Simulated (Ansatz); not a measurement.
System: CH6NSi, charge 0, multiplicity 2. It need not be the lowest isomer of its formula. 
Structure (B3LYP-D3(BJ)/def2-TZVP (Ansatz, an electronic-structure program) minimum search):
```
N
H 1 1.0075
C 1 1.3858 2 115.21
H 3 1.0782 1 119.05 2 12.92
H 3 1.0792 4 120.20 1 -161.56
Si 1 1.7348 2 118.69 3 -171.63
H 6 1.4791 1 106.31 2 -12.64
H 6 1.4822 7 110.93 1 119.39
H 6 1.4845 7 109.83 8 118.66
```
Charge 0, spin multiplicity 2.

Atomisation energy built up term by term with Ansatz (kcal/mol; UHF references for open shells; valence terms freeze the core; atomic spin-orbit terms are left out). CBS(X,Y): correlation extrapolated as X^-3; Hartree-Fock from the larger set.

| term | basis | kcal/mol |
|---|---|---|
| Hartree-Fock | aug-cc-pV(Q+d)Z | 515.68 |
| CCSD correlation | CBS(aug-cc-pV(T+d)Z,aug-cc-pV(Q+d)Z) | 179.19 |
| (T) | CBS(aug-cc-pV(T+d)Z,aug-cc-pV(Q+d)Z) | 8.76 |
| core correlation | cc-pwCVTZ | 1.62 |
| scalar relativity (X2C) | cc-pVTZ-DK against cc-pVTZ | -1.19 |
| sum: De |  | 704.1 |

(T) makes 1.2 % of the CCSD(T) atomisation energy; under 5 % is typical of single-reference molecules.
